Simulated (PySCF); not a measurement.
## Working out the electron affinity of Sb

Sb⁻ [Kr] 4d10 5s2 5p4 (3P) → Sb [Kr] 4d10 5s2 5p3 (4S). Computed with PySCF 2.14 in aug-cc-pVQZ-PP with ECP28MDF (7s7p5d3f2g, 92 functions), with scalar relativity through the core potential. Frozen: 4s2 4p6 4d10. Energies in hartree (1 hartree = 27.21139 eV):

```json
{"part": "UHF", "Sb⁻ (lower)": "-239.276089", "Sb (upper)": "-239.277991"}
{"part": "MP2 opposite-spin", "Sb⁻ (lower)": "-0.072757", "Sb (upper)": "-0.049038"}
{"part": "MP2 same-spin", "Sb⁻ (lower)": "-0.020677", "Sb (upper)": "-0.017371"}
```

Task: What does Hartree-Fock give?

Result: (-239.277991) − (-239.276089) = -0.001902 hartree = -0.052 eV.

Task: What do MP2 and SCS-MP2 (6/5 opposite-spin, 1/3 same-spin) give?

Result: The opposite-spin parts differ by 0.645 eV and the same-spin parts by 0.090 eV. MP2: -0.052 + (0.645) + (0.090) = 0.683 eV. SCS-MP2: -0.052 + 1.2 × (0.645) + (0.090)/3 = 0.752 eV.

Reference: 1.047 eV (measured; photodetachment measurements, as compiled on the Wikipedia data page of electron affinities), between the lowest levels; spin-orbit coupling is absent from the calculation.

What remains against the reference includes basis incompleteness, the frozen core and correlation beyond second order.
